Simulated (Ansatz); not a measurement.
Isolated molecules relaxed with PBE0-D4/def2-TZVP in Ansatz; ΔE leaves out vibrations. CCSD(T)/CBS is the MP2 limit (def2-TZVPP, def2-QZVPP) plus CCSD(T) − MP2 in def2-TZVPP, frozen cores. This one scheme is used for every species. Functionals use def2-TZVPP. def2 core potentials past Kr. For Sb outer-core shells are correlated without core-valence functions, which leaves a few kJ/mol of doubt a bond.

Reaction (cleavage of the Sb–Si bond): `[SiH3][SbH2]` + H₂S → `[SH][SbH2]` + SiH₄

`[SiH3][SbH2]`:

```xyz
7

Si    0.137    0.837   -0.433
Sb   -0.981   -1.384    0.232
H    -0.790    1.953   -0.108
H     0.373    0.830   -1.901
H     1.430    1.061    0.265
H    -0.670   -1.080    1.884
H     0.501   -2.215    0.061
```

H₂S:

Cartesian coordinates in Å:
```
S 0.423 -0.222 0.395
H 0.394 -0.049 -0.935
H -0.816 0.271 0.540
```

`[SH][SbH2]`:

Cartesian coordinates in Å:
```
S 0.308 1.462 -0.207
Sb -0.182 -0.914 -0.213
H 0.411 1.518 -1.544
H 0.919 -1.281 1.043
H -1.456 -0.784 0.921
```

SiH₄:

Cartesian coordinates in Å:
```
Si 0.000 0.000 0.000
H 0.667 0.064 1.325
H 0.997 -0.358 -1.040
H -0.594 1.323 -0.319
H -1.070 -1.028 0.034
```

Question: Is it downhill or uphill in electronic energy at CCSD(T)/CBS, and by how much? (Estimate.)

Answer: The calculation gave: Downhill: ΔE = -2.3 kcal/mol.

Question: What do these levels give: LDA (SPW92), r2SCAN-D4, PBE0-D4, r2SCAN0-D4, r2SCAN, PBE0, LC-ωPBE, RPA@PBE/def2-TZVPP, CCSD(T)/def2-SVP, SCS-MP2/def2-TZVPP, CCSD(T)/def2-TZVPP, MP2/CBS(def2)? (Estimate.)

Answer: Computed: LDA (SPW92) -0.3, r2SCAN-D4 -2.3, PBE0-D4 -1.3, r2SCAN0-D4 -1.7, r2SCAN -2.4, PBE0 -1.5, LC-ωPBE -1.4, RPA@PBE/def2-TZVPP -2.5, CCSD(T)/def2-SVP -0.6, SCS-MP2/def2-TZVPP -3.1, CCSD(T)/def2-TZVPP -1.7, MP2/CBS(def2) -2.7 kcal/mol.

Largest T1 diagnostic among the species: 0.014.

At CCSD(T), def2-SVP lies +1.7 kcal/mol from the extrapolated value and def2-TZVPP +0.6 kcal/mol. In def2-TZVPP, CCSD(T) changes the Hartree–Fock value by +2.7 kcal/mol (the triples alone add −0.0 kcal/mol) and MP2 by +2.3 kcal/mol. Leaving LDA and LC-ωPBE aside and taking each functional with its dispersion term where it has one, the values, not all of them listed here, spread over 2.5 kcal/mol, from BLYP-D4 to PBE0-D4. LDA lies +1.6 kcal/mol from PBE without D4.
